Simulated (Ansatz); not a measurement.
## A substitution series on B: F to Cl

On one B centre, n of the F ligands are replaced by Cl. The vertical ionisation energy y in eV at B2PLYP/def2-TZVPP. Shapes, held fixed at every level: PBE0-D4/def2-TZVP. Programs: Ansatz 0.2.0.

| molecule | n | y (eV) |
| --- | --- | --- |
| BF3 | 0 | 15.47 |
| BClF2 | 1 | 12.81 |
| BCl2F | 2 | ? |
| BCl3 | 3 | 11.37 |

Task: Fit y = c + s·n to the known rows and predict BCl2F.

Result: 
1. Means of the 3 rows: n = 1.33333, y = 13.217.
2. Σ(Δn)² = 4.6667, Σ(Δn·Δy) = -5.9467, so the slope is -5.9467/4.6667 = -1.2743.
3. Intercept: 13.217 − (-1.2743) × 1.33333 = 14.916. The largest residual of the fit is 0.83.
4. BCl2F: 14.916 + (-1.2743) × 2 = 12.37 eV.

The run gave 11.94 eV, so the prediction is off by +0.43 eV, within the scatter of the fit. The step per swap changes from -2.66 to -0.57 eV along the series, so a line misses the bend. Other levels give for BCl2F: PBE-D4/def2-TZVPP 11.42; PBE0-D4/def2-TZVPP 11.87; wB97X-V/def2-TZVPP 12.19 eV. Cations run unrestricted.
